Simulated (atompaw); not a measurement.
# Zn (Z = 30): PAW (atompaw) pseudisation with LDA (PW92), scalar-relativistic reference atom.

The input file (atompaw 4.2.0.5):

```
Zn 30
LDA-PW scalarrelativistic loggrid 1500 logderivrange -11 5 401
4 4 3 0 0 0
4 1 0
0 0 0
c
c
v
v
c
v
v
v
2
1.10 1.05 0.80 0.65
n
n
y
1.25
n
custom rrkj vanderbiltortho besselshape
bessel
1.10
1.10
1.10
1.10
1.10
1.10
PWSCFOUT
UPFDX 0.0125d0 UPFXMIN -7.d0 UPFZMESH 30.d0
END
```

Command:

```bash
atompaw < Zn.input > Zn.log
```

The program printed (summary file):

```
Completed calculations for Zn (AE)

 Exchange-correlation type: LDA, Perdew-Wang correlation

 Radial integration grid is logarithmic
 r0 =   2.7940573E-04 h =   8.3821719E-03   n =      1500 rmax =   8.0000000E+01

 Scalar relativistic calculation

 AEatom converged in  43 iterations
   nz     =  30.00
   delta  =       9.813099104387E-17

 All Electron Orbital energies:
  n  l      occupancy      energy
  1  0      2.0000000E+00 -6.9876692E+02
  2  0      2.0000000E+00 -8.4977106E+01
  3  0      2.0000000E+00 -9.4539161E+00
  4  0      2.0000000E+00 -4.5712731E-01
  2  1      6.0000000E+00 -7.3752392E+01
  3  1      6.0000000E+00 -6.1197489E+00
  4  1      0.0000000E+00 -9.0376044E-02
  3  2      1.0000000E+01 -7.6619567E-01

 Total energy
   Total                    :    -3586.64042593227623

 ---
 Completed calculations for Zn (SC)

 Exchange-correlation type: LDA, Perdew-Wang correlation

 Radial integration grid is logarithmic
 r0 =   2.7940573E-04 h =   8.3821719E-03   n =      1500 rmax =   8.0000000E+01

 Scalar relativistic calculation

 SCatom converged in   1 iterations
   nz     =  30.00
   delta  =       7.640050934419E-17

 Valence Electron Orbital energies:
  n  l      occupancy      energy
   3  0      2.0000000E+00 -9.4539161E+00
   4  0      2.0000000E+00 -4.5712731E-01
   3  1      6.0000000E+00 -6.1197489E+00
   4  1      0.0000000E+00 -9.0376044E-02
   3  2      1.0000000E+01 -7.6619567E-01

 Total energy
   Total                    :    -3586.64042592998339
   Valence                  :     -544.40803313956690

 PAW parameters:
       lmax =            2
         rc =    1.1035001717456321
        irc =          989
   rc_shape =    1.0581958241595326
    rc_vloc =   0.80241414881878559
    rc_core =   0.65066140470481026
   Vloc: truncated form - Vps(r)=A.sin(qr)/r for r<rc
   Projector type: RRKJ pseudization + Vanderbilt ortho.
   Bessel compensation charge shape zeroed at   1.0582E+00

 Number of basis functions     6
 No.   n  nodes  l      Energy         Cp coeff         Occ
  1    3    2    0   -0.9453916E+01 -0.1250129E+01  0.2000000E+01
  2    4    3    0   -0.4571273E+00 -0.4930817E+01  0.2000000E+01
  3    3    1    1   -0.6119749E+01 -0.6776905E+00  0.6000000E+01
  4    4    2    1   -0.9037604E-01 -0.1133523E+02  0.0000000E+00
  5    3    0    2   -0.7661957E+00 -0.2301632E+02  0.1000000E+02
  6  999    1    2    0.1250000E+01 -0.7753552E+00  0.0000000E+00

 Eigenvalues of overlap operator (in the basis of projectors):
    1        1.14136873E-01
    2        2.04451373E-01
    3        6.96857903E-01
    4        4.05618062E+01
    5        1.48522950E+02
    6        5.07825889E+02

 Orbital leakage outside PAW augmentation regions
   orb  is_core?  %out_of_sphere
   1 0    T           0.00
   2 0    T           0.00
   3 0    F           6.69
   4 0    F          96.69
   2 1    T           0.00
   3 1    F          10.05
   4 1    F          98.90
   3 2    F          26.99

 Summary of PAW energies
   Total valence energy     :   -544.40829503986561
   Smooth energy            :    232.57228674778014
   One center               :   -776.98058178764575
   Smooth kinetic           :    142.32459164971186
   Vloc energy              :     19.44221411716940
   Smooth exch-corr         :    -29.38458310722491
   One-center xc            :   -108.14745936184738
```

The run took about 5.3 s on one core of a shared server CPU.
